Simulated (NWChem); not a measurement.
Species: BHF2; SMILES FBF

Computed with NWChem. The level has its own optimisation; frequencies are unscaled.

Question: What does the run give for B3LYP/3-21G? Quantities: r B–H (Å); r B–F (Å); highest harmonic frequency (cm⁻¹); lowest (cm⁻¹); zero-point energy (kcal/mol).

Answer: 
* **r B–H (Å)**: 1.184
* **r B–F (Å)**: 1.346
* **highest harmonic frequency (cm⁻¹)**: 2804
* **lowest (cm⁻¹)**: 538
* **zero-point energy (kcal/mol)**: 11.8
